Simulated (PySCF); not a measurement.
Isomers of C5H10O2, mass 102.068 u with the commonest isotopes. Computed with PBE0/def2-SVPD in PySCF (dipole) on a GFN2-xTB geometry, gas phase. One conformer each, none proved a minimum here; rigid rotors.

Question: Order these by out-of-plane moment Σ m c² = (Ia + Ib − Ic)/2, largest first.
A. `[CH3:1][C:2]([CH3:3])([CH3:4])[O:5][CH:6]=[O:7]` with C2–O5–C6–O7 0°
B. `[CH3:1][O:2][C@H:3]1[CH2:4][CH2:5][CH2:6][O:7]1` with C1–O2–C3–C4 179°, O2–C3–C4–C5 84°, C3–C4–C5–C6 33°, C4–C5–C6–O7 -19°, C5–C6–O7–C3 -4°
C. `[CH3:1][O:2][C:3]1([CH3:4])[CH2:5][O:6][CH2:7]1` with C1–O2–C3–C4 -61°

Answer: A (55.49 u·Å²), C (44.40 u·Å²), B (30.95 u·Å²).

Question: Order these by rotational constant A, smallest first.
A. `[CH3:1][C:2]([CH3:3])([CH3:4])[O:5][CH:6]=[O:7]` with C2–O5–C6–O7 0°
B. `[CH3:1][O:2][C:3]1([CH3:4])[CH2:5][O:6][CH2:7]1` with C1–O2–C3–C4 -61°
C. `[CH3:1][O:2][C@H:3]1[CH2:4][CH2:5][CH2:6][O:7]1` with C1–O2–C3–C4 179°, O2–C3–C4–C5 84°, C3–C4–C5–C6 33°, C4–C5–C6–O7 -19°, C5–C6–O7–C3 -4°

Answer: A (4168 MHz), B (4486 MHz), C (5011 MHz).

| SMILES | point group | Ia (u·Å²) | Ib (u·Å²) | Ic (u·Å²) | κ | μa (D) | μb (D) | μc (D) |
| --- | --- | --- | --- | --- | --- | --- | --- | --- |
| COC1(C)COC1 | C1 | 112.67 | 240.65 | 264.52 | -0.85 | 1.96 | 1.05 | 0.91 |
| CO[C@H]1CCCO1 | C1 | 100.84 | 235.85 | 274.79 | -0.81 | 0.63 | 0.40 | 0.03 |
| CC(C)(C)OC=O | Cs | 121.26 | 249.10 | 259.39 | -0.93 | 2.22 | 0.69 | 0.00 |
